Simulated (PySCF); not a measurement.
Computed shifts of a molecule C₂H₇Cl₂NSi, PBE/pcSseg-1 (PySCF), GIAO, gas phase, atoms alike by connectivity averaged where their shifts nearly agree, in ppm (number of nuclei): ¹³C: 51.9 (1), 27.3 (1). ¹⁵N: 52.8 (1). ²⁹Si: 33.0 (1). ¹H: 6.34 (1), 3.01 (1), 1.62 (3), 1.18 (1), 1.03 (1). References: ¹³C against TMS (σ = 182.0 ppm); ¹⁵N against NH3 (σ = 267.0 ppm); ²⁹Si against TMS (σ = 335.4 ppm); ³⁵Cl against HCl (σ = 936.5 ppm); ¹H against TMS (σ = 31.49 ppm), references at their B3LYP-D3(BJ)/def2-TZVP geometries, non-relativistic (without spin–orbit terms, shifts of atoms bonded to Cl or Br come out too high). Geometry: PBE-D3(BJ)/def2-SVP. One conformer was computed; it need not be the lowest.

### Question
Which molecule gave these data?
(A) CNC[SiH](Cl)Cl
(B) C[C@H](N)[SiH](Cl)Cl
(C) C[Si](Cl)(Cl)CN
(D) CCN[SiH](Cl)Cl

### Answer
B, C[C@H](N)[SiH](Cl)Cl
